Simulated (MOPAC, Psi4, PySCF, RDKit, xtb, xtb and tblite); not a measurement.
Internal rotation in SMILES CC(c1cccc(N)c1)C (C9H13N). Scanned: dihedral C7–C8–N9–H21; all other coordinates were relaxed at GFN2-xTB.

Geometry of the scan point at 150° (Å):
```
23

C     -2.3268    -0.6658     1.0270
C     -1.5727    -0.4433    -0.2855
C     -2.3009     0.5770    -1.1628
C     -0.1519    -0.0050    -0.0237
C      0.1217     1.1758     0.6584
C      1.4299     1.5588     0.8907
C      2.4818     0.7777     0.4530
C      2.2290    -0.4030    -0.2411
N      3.2688    -1.1680    -0.7485
C      0.9059    -0.7828    -0.4630
H     -3.3290    -1.0399     0.8276
H     -1.8030    -1.3908     1.6465
H     -2.4122     0.2629     1.5854
H     -1.5422    -1.3962    -0.8262
H     -3.3038     0.2259    -1.3973
H     -1.7593     0.7288    -2.0939
H     -2.3822     1.5343    -0.6542
H     -0.6852     1.7987     1.0128
H      1.6344     2.4744     1.4271
H      3.5032     1.0807     0.6371
H      3.0913    -2.1592    -0.8019
H      4.1764    -0.9535    -0.3627
H      0.7120    -1.7055    -0.9936
```

Levels: GFN2-xTB (xtb and tblite); PBE/def2-SVP // GFN2-xTB (Psi4); PBE-D3(BJ)/def2-SVP // GFN2-xTB (Psi4); UFF // GFN2-xTB (RDKit); PM6, restricted, heats of formation // GFN2-xTB (MOPAC); GFN1-xTB // GFN2-xTB (xtb); RHF/LANL2DZ = restricted Hartree-Fock/LANL2DZ, density fitting // GFN2-xTB (PySCF 2.14.0); RKS-LDA (SVWN5)/6-31G* = restricted LDA (SVWN5)/6-31G*, spherical d, density fitting // GFN2-xTB run with PySCF.

Least-squares fit of E(φ) = a0 + Σ (a_n cos nφ + b_n sin nφ), n = 1 to 4, to the 24 scan points, in kcal/mol above the lowest point of each profile (levels whose profile four harmonics don't fit are not listed):

| method | a0 | a1 | b1 | a2 | b2 | a3 | b3 | a4 | b4 | rms of fit |
|---|---|---|---|---|---|---|---|---|---|---|
| GFN2-xTB | 1.72 | -0.08 | 0.00 | -2.31 | 0.00 | 0.14 | 0.00 | 0.99 | 0.00 | 0.24 |
| PBE/def2-SVP | 1.60 | -0.05 | 0.00 | -2.22 | 0.00 | 0.08 | 0.00 | 0.99 | 0.00 | 0.24 |
| PBE-D3(BJ)/def2-SVP | 1.60 | -0.05 | 0.00 | -2.21 | 0.00 | 0.08 | 0.00 | 0.99 | 0.00 | 0.24 |
| UFF | 5.29 | -0.16 | 0.00 | -4.41 | 0.00 | -0.07 | 0.00 | 0.31 | 0.00 | 0.42 |
| PM6 | 1.17 | -0.05 | 0.00 | -1.49 | 0.00 | 0.09 | 0.00 | 0.64 | 0.00 | 0.14 |
| GFN1-xTB | 1.42 | -0.04 | 0.00 | -1.88 | 0.00 | 0.09 | 0.00 | 0.93 | 0.00 | 0.22 |
| RHF/LANL2DZ | 3.28 | -0.06 | 0.00 | -2.99 | 0.00 | -0.11 | 0.00 | 0.43 | 0.00 | 0.28 |
| RKS-LDA (SVWN5)/6-31G* | 1.63 | -0.05 | 0.00 | -2.23 | 0.00 | 0.09 | 0.00 | 1.00 | 0.00 | 0.25 |
